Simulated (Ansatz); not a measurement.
`Cl[SiH2]I` + H₂O → `O[SiH2]I` + HCl at 700 K and 1 bar (formal hydrolysis of the Si–Cl bond).

Program: Ansatz. Geometries: PBE0-D4/def2-TZVP. ΔE: electronic, gas phase. CCSD(T)/CBS adds triple-zeta CCSD(T) − MP2 to the extrapolated MP2 energy (def2 sets, frozen cores). This one scheme is used for every species. Elements past krypton have def2 core potentials. For I outer-core shells are correlated without core-valence functions, which leaves a few kJ/mol of doubt a bond. Each species was taken in one conformer, which may not be the lowest.

```
    species  CCSD(T)/CBS energy (Eh)  H − E (kJ/mol)  S (J/(mol·K))
`Cl[SiH2]I`              -1047.58245            97.2          378.9
        H₂O                -76.37941            80.5          218.4
 `O[SiH2]I`               -663.58059           135.1          383.7
        HCl               -460.38127            38.4          211.8
```

H − E and S are ideal-gas, rigid-rotor, harmonic terms from PBE0-D4/def2-TZVP, for one conformer and one mirror image of each species. 1 Eh = 2625.50 kJ/mol, R = 8.31446 J/(mol·K).

Problem. By hand: ΔE, ΔH, ΔS and ΔG.

Solution. ΔE = (-663.58059) + (-460.38127) − (-1047.58245) − (-76.37941) = 0.00000 Eh = 0.0 kJ/mol. Δ(H − E) = 135.1 + 38.4 − 97.2 − 80.5 = -4.2, so ΔH = -4.2 kJ/mol. ΔS = 383.7 + 211.8 − 378.9 − 218.4 = -1.8 J/(mol·K). ΔG = -4.2 − 700 × (-1.8)/1000 = -2.9 kJ/mol.

Problem. By hand: the equilibrium constant, and the temperature at which ΔG would vanish if ΔH and ΔS stayed fixed.

Solution. log₁₀ K = −ΔG/(RT ln 10) = 0.2. ΔG = 0 at ΔH/ΔS = 2333 K, though so small a ΔH makes that figure unsure.

The number of gas molecules stays the same, so ΔS is small and ΔH decides. The sign of ΔG lies within the doubt. A doubt of 5 kJ/mol in ΔE shifts log₁₀ K by 0.4 here. Other conformers and mirror images would add mixing entropy, several J/(mol·K) or more a flexible species. These are equilibria of isolated gas molecules and say nothing of rates. Largest T1 diagnostic: 0.009 (customary marks: 0.02 for closed shells, 0.045 for open ones).
